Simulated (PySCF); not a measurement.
SMILES CC(C)c1ccccc1C=O at its GFN2-xTB optimised geometry (Å):

```
23

C     -1.0908    -2.3833    -1.5141
C     -1.0776    -1.8845    -0.0636
C     -2.5093    -1.7619     0.4583
C     -0.2889    -0.5968     0.0000
C     -0.9342     0.6337    -0.0077
C     -0.2314     1.8266    -0.0025
C      1.1537     1.8221     0.0018
C      1.8165     0.6141     0.0000
C      1.1180    -0.5968     0.0000
C      1.9358    -1.8169     0.0042
O      3.1330    -1.8377    -0.1492
H     -1.5749    -1.6501    -2.1562
H     -1.6382    -3.3206    -1.5851
H     -0.0790    -2.5419    -1.8799
H     -0.5747    -2.6323     0.5574
H     -2.9459    -2.7542     0.5494
H     -3.1330    -1.1879    -0.2226
H     -2.5256    -1.2906     1.4383
H     -2.0115     0.6733    -0.0188
H     -0.7707     2.7627    -0.0057
H      1.7055     2.7498     0.0027
H      2.8958     0.5697    -0.0007
H      1.3884    -2.7627     0.1699
```

Calculation: CAM-B3LYP/def2-SVP in PySCF.

Map of the electrostatic potential (hartree/e), clipped to [-0.08, 0.12] on the plane z = 1.0 Å:

```
|333333333333333333333333332|
|333333333333333333333333332|
|333333333333333333333333332|
|333333333333333333333333332|
|333333333334333333333333322|
|333333333444433334433333322|
|333333333444443444433333322|
|333333333345554555433333222|
|333333333346986786433333222|
|333333333346996896433332222|
|333333344456665666543332222|
|333333444588644469854332222|
|333333444589644469854322222|
|333333444456665666643222222|
|333333455457996896532111111|
|333334899667996897642100111|
|333347999977766789953100011|
|333349999999755699974100011|
|333348999999965689963100001|
|333349999779995678642000011|
|333359995569985676431000011|
|333346864446655554321101111|
|333334444344444443322111111|
|333333333333333333322211112|
|333333333333333333222222222|
|333333333333333333222222222|
|333333333333333333222222222|
```
Scale: ten equal steps from -0.051 (start of '0') to 0.120 (end of '9'), in the order '0123456789'; x runs from -5.50 to 5.50, y from -5.50 (bottom) to 5.50 (top).
